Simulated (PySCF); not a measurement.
C₅H₇N. Atoms are numbered in the order given.

```xyz
13

C      0.0219    -2.1949     0.0000
C      0.0646    -0.7002     0.0000
C      1.1269     0.1373     0.0000
C      0.5966     1.5408     0.0000
N     -0.8564     1.4397     0.0000
C     -1.1237     0.1805     0.0000
H     -0.5144    -2.5772     0.8852
H     -0.5144    -2.5772    -0.8852
H      1.0323    -2.6286     0.0000
H      2.1822    -0.1396     0.0000
H      0.9253     2.1245    -0.8807
H      0.9253     2.1245     0.8807
H     -2.1592    -0.1845     0.0000
```

Geometry optimised at B3LYP-D3(BJ)/def2-SVP. The values are those of a single conformer.

Level of theory: PySCF with B3LYP-D3(BJ)/def2-SVP.

Harmonic, unscaled wavenumbers; measured fundamentals usually lie a few per cent lower.

| mode | ν (cm⁻¹) | IR (km/mol) | Raman (Å⁴/amu) | depolarisation | moving atoms (share of kinetic energy) |
|---|---|---|---|---|---|
| 1 | 134 | 1.0 | 0.1 | 0.75 | H 95 % |
| 2 | 237 | 2.4 | 0.6 | 0.75 | C 58 %, H 38 % |
| 3 | 319 | 0.1 | 0.7 | 0.72 | C 60 %, H 34 % |
| 4 | 387 | 10.2 | 1.2 | 0.75 | H 50 %, C 26 %, N 25 % |
| 5 | 585 | 11.1 | 0.6 | 0.75 | C 58 %, H 38 % |
| 6 | 633 | 1.4 | 5.9 | 0.30 | C 74 %, H 18 % |
| 7 | 769 | 8.0 | 2.0 | 0.75 | H 80 %, C 16 % |
| 8 | 851 | 10.9 | 3.3 | 0.61 | C 52 %, N 41 % |
| 9 | 904 | 5.4 | 1.8 | 0.75 | H 49 %, C 43 % |
| 10 | 942 | 2.8 | 4.2 | 0.35 | H 43 %, C 43 %, N 14 % |
| 11 | 951 | 24.0 | 3.0 | 0.09 | C 62 %, H 37 % |
| 12 | 983 | 6.8 | 5.6 | 0.75 | H 65 %, C 35 % |
| 13 | 995 | 23.9 | 0.7 | 0.34 | H 46 %, C 40 %, N 14 % |
| 14 | 1019 | 8.6 | 10.6 | 0.49 | C 50 %, H 44 % |
| 15 | 1055 | 2.8 | 0.5 | 0.75 | H 60 %, C 40 % |
| 16 | 1151 | 0.3 | 5.9 | 0.75 | H 90 % |
| 17 | 1199 | 0.3 | 4.9 | 0.70 | C 58 %, H 41 % |
| 18 | 1248 | 0.0 | 5.5 | 0.59 | H 72 %, C 27 % |
| 19 | 1295 | 1.9 | 6.9 | 0.37 | H 50 %, C 43 % |
| 20 | 1357 | 7.9 | 2.9 | 0.61 | C 50 %, H 43 % |
| 21 | 1382 | 14.5 | 33.8 | 0.46 | H 89 %, C 10 % |
| 22 | 1401 | 0.5 | 21.4 | 0.59 | H 69 %, C 31 % |
| 23 | 1453 | 7.0 | 16.5 | 0.75 | H 97 % |
| 24 | 1460 | 11.8 | 25.1 | 0.67 | H 93 % |
| 25 | 1598 | 21.9 | 34.8 | 0.11 | C 64 %, N 31 % |
| 26 | 1707 | 0.7 | 7.7 | 0.24 | C 83 %, N 10 % |
| 27 | 3022 | 16.5 | 265.8 | 0.05 | H 97 % |
| 28 | 3023 | 12.3 | 138.3 | 0.18 | H 94 % |
| 29 | 3056 | 4.1 | 131.5 | 0.75 | H 91 %, C 9 % |
| 30 | 3085 | 12.9 | 101.9 | 0.75 | H 91 %, C 9 % |
| 31 | 3127 | 10.8 | 73.0 | 0.74 | H 91 %, C 9 % |
| 32 | 3140 | 25.6 | 129.8 | 0.27 | H 91 %, C 9 % |
| 33 | 3217 | 3.2 | 95.2 | 0.27 | H 91 %, C 9 % |
